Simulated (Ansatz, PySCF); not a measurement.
Gas-phase reaction (SMILES): F[Si](Br)(Br)Br + Cl (HCl) -> Cl[Si](Br)(Br)Br + F (HF); hydrogen chloride cleaves one Si-F bond, a model of a ligand-exchange step.

Each molecule is optimised on its own at B3LYP-D3(BJ)/def2-TZVP (Ansatz, a program for electronic structure). Cores are frozen in the correlated levels unless marked. Spin-orbit coupling is left out. Frozen are the shells of the preceding noble gas and the d and f shells that filled before the atom's block. No relativistic terms. CBS marks a two-point X^-3 extrapolation of the correlation energy; Hartree-Fock from the larger set. [CCSD(T)-MP2]/basis is that difference in the basis named. Thermal terms are rigid-rotor harmonic-oscillator values from B3LYP-D3(BJ) frequencies (Ansatz or PySCF) at 298.15 K and 1 atm. 1 Eh = 627.5095 kcal/mol.

| species | E, RI-MP2/CBS(def2-TZVPPD,def2-QZVPPD)+[CCSD(T)-MP2]/def2-TZVPPD (Ansatz) (Eh) | E, B3LYP-D3(BJ)/def2-TZVPD (Ansatz + dftd3) (Eh) | H - E (Eh) |
|---|---|---|---|
| F[Si](Br)(Br)Br | -8107.12452 | -8112.18772 | 0.01475 |
| Cl (HCl) | -460.37863 | -460.83744 | 0.01000 |
| Cl[Si](Br)(Br)Br | -8467.09253 | -8472.51423 | 0.01391 |
| F (HF) | -100.39405 | -100.49389 | 0.01259 |

Task: Work out ΔE and ΔH at 298.15 K at the first level, then ΔH at the second.

Result: 
1. ΔE = [(-8467.09253) + (-100.39405)] - [(-8107.12452) + (-460.37863)] = 0.01657 Eh = 10.4 kcal/mol at RI-MP2/CBS(def2-TZVPPD,def2-QZVPPD)+[CCSD(T)-MP2]/def2-TZVPPD.
2. The terms H - E add up to 0.00175 Eh, so ΔH = (0.01657 + (0.00175))×627.5095 = 11.5 kcal/mol.
3. At B3LYP-D3(BJ)/def2-TZVPD the same steps give ΔE = 10.7 and ΔH = 11.8 kcal/mol, a shift of +0.3 from the first level.
4. These values are not checked against measurement here, since the tables used lack a sound gas-phase enthalpy of formation for at least one species.
